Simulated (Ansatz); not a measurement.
Total energies of C$_{3}$H$_{12}$GaNOSi (`CNCCO[SiH2][GaH2]`).

```xyz
19

C    -1.382    1.129   -0.700
N    -0.038    0.606   -0.956
C     0.966    1.054    0.030
C     0.752    0.555    1.449
O     1.065   -0.792    1.644
Si    0.100   -2.025    1.034
Ga   -0.062   -1.524   -1.316
H    -2.016    0.911   -1.558
H    -1.816    0.630    0.166
H    -1.366    2.209   -0.518
H     0.266    0.950   -1.861
H     1.943    0.709   -0.317
H     0.978    2.152    0.055
H    -0.272    0.779    1.782
H     1.418    1.144    2.088
H    -1.195   -1.983    1.793
H     0.791   -3.273    1.457
H     1.285   -1.611   -2.147
H    -1.418   -1.620   -2.125
```

Charge 0, multiplicity 1. Correlated methods include outer-core shells of Ga, which these sets cover unevenly. Scalar relativity is left out up to krypton. All single points use the PBE0-D4/def2-TZVP geometry. It is one conformer, not always the lowest. Basis def2-TZVPP, Ansatz.

RPA on PBE orbitals: Hartree–Fock energy of these orbitals -2462.11445 Eh, correlation -2.20946 Eh (frozen core).

```
             functional                                       kind  energy without D4 (Eh)  D4 term (kJ/mol)
            LDA (SPW92)                                        LDA             -2459.68330                 –
                    PBE                                        GGA             -2465.23261             -55.1
                 revPBE                                        GGA             -2465.70524            -159.5
                   BLYP                                        GGA             -2465.94638            -118.4
                 r2SCAN                                   meta-GGA             -2465.82226             -14.3
                 B97M-V                         meta-GGA with VV10             -2465.53486                 –
                   PBE0         global hybrid, 25 % exact exchange             -2465.33138             -47.2
                  B3LYP                        global hybrid, 20 %             -2466.07883             -88.2
                r2SCANh                      meta-GGA hybrid, 10 %             -2465.79857             -15.3
                r2SCAN0                      meta-GGA hybrid, 25 %             -2465.76533             -16.8
HSE06 (plane-wave form)                            screened hybrid             -2465.30984             -44.2
                  BHLYP                        global hybrid, 50 %             -2465.82523             -69.0
              CAM-B3LYP                     range-separated hybrid             -2466.00716             -48.3
                LC-ωPBE                long-range corrected hybrid             -2465.51632                 –
                ωB97X-V       range-separated hybrid GGA with VV10             -2465.70998                 –
                ωB97M-V  range-separated hybrid meta-GGA with VV10             -2465.75682                 –
                 B2PLYP                              double hybrid             -2465.30327                 –
               PBE-QIDH                              double hybrid             -2464.88190                 –
```

B3LYP takes the VWN-RPA correlation (the form of Gaussian; ORCA's B3LYP/G). HSE06 is the plane-wave form, built on full-range PBE exchange. The double hybrids freeze the cores in their second-order part.

LC-ωPBE has ω = 0.4 bohr⁻¹.
